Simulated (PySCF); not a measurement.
## Structure from 2D NMR

Compound of formula C₄H₅FSi₂. Correlations simulated from computed shifts and the bond graph:

HSQC (one-bond C–H):
```csv
δH,δC
8.07,171.6
7.73,181.5
2.26,105.3
```

COSY cross peaks (H two or three bonds apart, from the bond graph; peaks can be absent where the dihedral angle is near 90°):
```csv
δH,δH
8.07,7.73
8.07,5.05
8.07,5.01
5.05,5.01
```

HMBC (two and three bonds, from the bond graph):
```csv
δH,δC
8.07,181.5
7.73,"171.6, 87.7"
5.05,"181.5, 171.6, 87.7"
5.01,"181.5, 171.6, 87.7"
2.26,87.7
```

Carbons without hydrogens: δ 87.7.

PySCF 2.14 calculation with shieldings: GIAO PBE0/pcSseg-1 and GFN2-xTB geometry; no relativistic terms, no solvent model, a single conformation.

Referencing at the same level of theory: TMS for ¹H (σref 31.72), ¹³C (σref 186.93).

Exchangeable hydrogens are left out of these lists.

Task: Which molecule is this?

Result: `InChI=1S/C4H5FSi2/c1-2-7(5)4-3-6-7/h1,3-4H,6H2/t7-/m1/s1`.

Atoms are numbered as in `[CH:1]#[C:2][Si@:3]1([F:4])[CH:5]=[CH:6][SiH2:7]1`. Each H is labelled by its parent atom. Ha(Si7) is pro-R; Hb(Si7) is pro-S.

- δC 181.5 is C5, an alkene CH (δH 7.73).
- δC 171.6 is C6, an alkene CH (δH 8.07).
- δC 105.3 is C1, a terminal alkyne carbon (δH 2.26).
- δC 87.7 is C2, an alkyne carbon.
- HMBC from δH 7.73 reaches the proton-free carbon C2.
- HMBC from δH 5.05 reaches the proton-free carbon C2.
- HMBC from δH 5.01 reaches the proton-free carbon C2.
- HMBC from δH 2.26 reaches the proton-free carbon C2.
- COSY links 8.07–7.73, 8.07–5.05, 8.07–5.01, 5.05–5.01.

This is the structure that produced the data.

Shifts are as computed. Against solution values, carbons near 30 ppm lie about +3 ppm off and those near 130 ppm about +5 ppm. Of 1309 compounds with measured shifts, 239 miss one by over three times the rms of a fit or turn the order of signals round; such compounds aren't used in these exercises.
